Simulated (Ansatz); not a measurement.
Reaction (substitution at a C–O bond): `CC[O][In]([CH3])[Cl]` + `C[NH][SnH]([F])[Cl]` → `CC[N](C)[SnH]([F])[Cl]` + `[CH3][In]([OH])[Cl]`

Calculated with Ansatz (gas phase, PBE0-D4/def2-TZVP geometries, no zero-point term in ΔE). CBS: MP2 limit from def2 TZ/QZ plus the TZ coupled-cluster correction, frozen cores. DFT in def2-TZVPP. Elements past krypton have def2 core potentials. For In, Sn outer-core shells are correlated without core-valence functions, which leaves a few kJ/mol of doubt a bond. Each species was taken in one conformer, which may not be the lowest.

`CC[O][In]([CH3])[Cl]`:

```xyz
14

C    -1.973    1.300   -0.336
C    -1.517    0.518    0.877
O    -0.113    0.428    0.954
In    0.937   -0.864   -0.104
C     3.052   -0.999   -0.204
Cl   -0.502   -2.333   -1.231
H    -1.513    2.291   -0.347
H    -3.060    1.422   -0.334
H    -1.699    0.777   -1.258
H    -1.986   -0.475    0.869
H    -1.854    1.023    1.791
H     3.364   -0.908   -1.244
H     3.502   -0.207    0.392
H     3.362   -1.973    0.175
```

`C[NH][SnH]([F])[Cl]`:

Cartesian coordinates in Å:
```
C 0.401 -1.423 -0.091
N 0.807 -0.095 0.353
Sn -0.486 1.411 0.199
F -1.989 0.796 1.205
Cl -1.365 1.625 -1.941
H 0.340 -1.534 -1.180
H 1.106 -2.166 0.291
H -0.578 -1.662 0.328
H 1.739 0.140 0.038
H 0.024 2.908 0.799
```

`CC[N](C)[SnH]([F])[Cl]`:

Cartesian coordinates in Å:
```
C 1.874 -0.666 0.211
C 0.746 -0.503 -0.783
N -0.247 0.460 -0.351
C -1.334 0.613 -1.300
Sn -0.729 0.536 1.588
F -2.261 1.686 1.580
Cl -1.524 -1.506 2.381
H 1.527 -1.118 1.149
H 2.344 0.295 0.436
H 2.641 -1.334 -0.185
H 1.154 -0.151 -1.741
H 0.289 -1.485 -0.986
H -2.071 1.326 -0.929
H -1.847 -0.334 -1.519
H -0.937 1.003 -2.245
H 0.375 1.179 2.694
```

`[CH3][In]([OH])[Cl]`:

```xyz
8

C    -0.546    0.318    1.213
In    0.464    0.164   -0.657
O     0.488   -1.322   -1.962
Cl    1.795    1.881   -1.491
H    -0.306   -0.545    1.834
H    -0.232    1.233    1.712
H    -1.622    0.345    1.041
H    -0.042   -2.075   -1.690
```

**Question.** Is it downhill or uphill in electronic energy at CCSD(T)/CBS, and by how much? (Estimate.)

**Answer.** Computed: Downhill: ΔE = -5.5 kcal/mol.

**Question.** What do these levels give: ωB97M-V, r2SCAN, CCSD/def2-TZVPP, CCSD(T)/def2-TZVPP, MP2/def2-QZVPP, MP2/CBS(def2)? (Estimate.)

**Answer.** Computed: ωB97M-V -4.5, r2SCAN -3.8, CCSD/def2-TZVPP -4.3, CCSD(T)/def2-TZVPP -4.8, MP2/def2-QZVPP -6.8, MP2/CBS(def2) -7.1 kcal/mol.

Largest T1 diagnostic among the species: 0.014.

In def2-TZVPP, CCSD(T) changes the Hartree–Fock value by −4.3 kcal/mol (the triples alone add −0.5 kcal/mol) and MP2 by −5.8 kcal/mol. The D4 term adds −1.6 kcal/mol with B3LYP and −0.9 kcal/mol with PBE0; it sums over pairs of atoms, weighted by their polarisabilities, and B3LYP, whose exchange is more repulsive, gets the larger term.

B3LYP here is the variant with VWN-RPA as its local correlation; programs differ in this.
